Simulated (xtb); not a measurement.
CH5N2 (SMILES NC=[NH2+]), charge +1, singlet, geometry from GFN2-xTB. Base run: GFN0-xTB in xtb 6.7.1.

xtb was given this input:
```
$ xtb mol.xyz --gfn 0 --chrg 1 --json

# file mol.xyz
8

N      1.14797274     0.20018934     0.03700286
C      0.00000738    -0.40400940     0.15397542
N     -1.14797868     0.12474531    -0.16084144
H      1.21954645     1.14751701    -0.31697552
H      2.01157036    -0.25676282     0.29638706
H      0.00002593    -1.41964718     0.54105366
H     -1.21958691     1.06736807    -0.52715794
H     -2.01155856    -0.38896122    -0.05028975
```

Each row names what was changed in the base input (with any setting that the change needs).

```tsv
change	ΔE vs base (kcal/mol)	HOMO-LUMO gap (eV)
base	0.000	5.06
acc = 1000	0.000	5.06
etemp = 5000	-0.114	5.06
acc = 0.0001	0.000	5.06
```
